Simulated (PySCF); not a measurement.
Molecule: SMILES C(#N)Sc1ccco1, C₅H₃NOS.

Mapped SMILES: `[N:1]#[C:2][S:3][c:4]1[cH:5][cH:6][cH:7][o:8]1` (H(Xn): hydrogen on atom n).

Geometry PBE0-D3(BJ)/def2-SVP throughout; GIAO in PySCF 2.14.0 with density-fitted response routines, gas phase, one conformer, non-relativistic; equivalent atoms averaged; basis pcSseg-1.

For orientation, wB97X-D gives these shifts δ (against NH3, TMS, H2O at the same level): N1 333.9, C7 154.4, C4 139.3, C5 130.9, C2 115.2, C6 119.0, O8 320.8, H(C7) 7.63, H(C5) 7.12 ppm.

A run gave: N1 345.7, C7 157.4, C4 140.0, C5 133.3, C2 120.9, C6 116.2, O8 293.8, H(C7) 7.83, H(C5) 7.33 ppm (shifts δ (against NH3, TMS, H2O at the same level)).

Question: Which functional was used in that run?
A. HF
B. B3LYP
C. BLYP
D. BHandHLYP

Answer: A. O8 tells them apart best: HF gives 293.8, BLYP gives 335.3, B3LYP gives 330.4, BHandHLYP gives 320.4 ppm.
